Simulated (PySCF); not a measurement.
**Ti²⁺ (titanium, charge +2) across methods**

[Ar] 3d1 4s1, high-spin 3D determinant (an excited configuration). Calculation: PySCF 2.14, in x2c-QZVPPall with one added diffuse shell each of s, p, d, f, g type (12s8p6d4f3g, 121 functions); the spin-free X2C one-electron Hamiltonian (Gaussian nucleus).

```csv
method,E (hartree),mean ε 3p β (eV),mean ε 3d α (eV),mean ε 4s α (eV),Σ⟨r²⟩ (bohr²),⟨S²⟩
r2SCAN,-852.750,-61.077,-26.307,-19.704,22.12,2.001
PBE0,-852.601,-62.862,-27.889,-20.305,22.10,2.001
LC-wPBE,-852.627,-65.619,-30.793,-22.582,22.07,2.001
UHF,-851.91394,-69.696,-33.448,-22.114,22.43,2.002
M06,-852.752,-62.988,-26.987,-20.249,22.02,2.000
PBEsol,-851.586,-60.061,-25.663,-19.589,22.05,2.000
LDA,-850.681,-60.196,-25.694,-19.799,21.99,2.000
```

(1) Estimate the same row for PBE.

Answers

(1) E (hartree) = -852.561; mean ε 3p β (eV) = -60.130; mean ε 3d α (eV) = -25.796; mean ε 4s α (eV) = -19.553; Σ⟨r²⟩ (bohr²) = 22.07; ⟨S²⟩ = 2.000.
